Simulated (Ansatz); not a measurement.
Input file for Ansatz (an electronic-structure program): R-wB97X-V/def2-TZVPP on H4O3Si (SMILES O[SiH](O)O), a point of a torsion scan.

Ansatz 0.2 input:
```yaml
crystal:
  periodic: [false, false, false]
  atoms:
    - {symbol: O, position_ang: [1.44081320, 0.22911068, -0.53927537]}
    - {symbol: Si, position_ang: [0.05133978, -0.00824467, 0.26366846]}
    - {symbol: O, position_ang: [-1.15083006, -0.47472446, -0.73058975]}
    - {symbol: O, position_ang: [0.28878892, -1.21728729, 1.32065893]}
    - {symbol: H, position_ang: [2.20456218, -0.28880463, -0.30382516]}
    - {symbol: H, position_ang: [-0.29589387, 1.23713359, 0.92718201]}
    - {symbol: H, position_ang: [-1.28809109, -0.00851016, -1.54863149]}
    - {symbol: H, position_ang: [-0.47095329, -1.66607201, 1.67782493]}
basis:
  gaussian:
    orbitals: def2-TZVPP
hamiltonian:
  xc: {name: wB97X-V}
scf: {lower_state_search: off}
```

Program output:

```
WARN ansatz: RAYON_NUM_THREADS=1 ignored (pool sized by the plan → 1); use --threads N
Functional definition: wB97X-V
these checks for a lower state are left out or cut short: stability, starts, cluster_reference, orbital_swaps, neighbouring_geometries, increment
integrals: 0.13 GiB planned
980 factors; their error is unknown
integrals: 0.16 GiB planned
217 factors; integrals over basis functions are off by at most 8.3e-6 eV
mean field: 1.07 GiB planned
mean field evaluation 1: about -14079.4090 eV, gradient 7.5e1 eV
mean field evaluation 2: about -14078.9265 eV, gradient 7.8e1 eV
mean field evaluation 4: about -14087.8759 eV, gradient 6.7e-1 eV
mean field evaluation 8: about -14087.8807 eV, gradient 1.7e-2 eV
mean field evaluation 16: about -14087.8966 eV, gradient 2.0e-5 eV
mean field -14087.89663626 eV, -517.7206522633 hartree, gradient 2.2e-6 eV, S^2 0.000000; 0 other end points of the search recorded, 0 dependent functions left out
reference -14087.89663455 eV, -517.7206522004 hartree; 21, 21 occupied and 170, 170 virtual orbitals, 980 factors
Total energy: -14087.89663455 eV, -517.7206522004 hartree
Checks for a lower state left out: stability, starts, cluster_reference, orbital_swaps, neighbouring_geometries, increment
```

Self-consistency was reached.

Cost: about 6 core-seconds (a rough figure).
